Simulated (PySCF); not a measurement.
Correlation energy of Ge (germanium, neutral)

[Ar] 3d10 4s2 4p2, high-spin 3P determinant. Computed with PySCF 2.14 in aug-cc-pVDZ-DK (6s5p3d, 36 functions), with the spin-free X2C one-electron Hamiltonian (Gaussian nucleus). Frozen: [Ar] 3d10; 4 electrons correlated.

MP2 pair energies summed by pair of shells (mhartree):

| pair | energy | share (%) |
| --- | --- | --- |
| 4s-4p | -23.77 | 58.1 |
| 4s-4s | -12.99 | 31.7 |
| 4p-4p | -4.18 | 10.2 |

Total MP2 correlation energy: -40.95 mhartree.

Same-spin part -7.34 and opposite-spin part -33.61 mhartree; SCS-MP2 scales them by 1/3 and 6/5 to -42.77 mhartree.

| level | correlation energy (mhartree) |
| --- | --- |
| CCSD | -57.00 |
| (T) | -0.90 |
| CCSD(T) | -57.90 |

Diagnostics: T1 = 0.0085, D1 = 0.0236, largest double amplitude 0.069.

Cost of the coupled-cluster step: 0.27 s of wall time on 1 thread of Neoverse-N1 (shared host), for 4 correlated electrons.
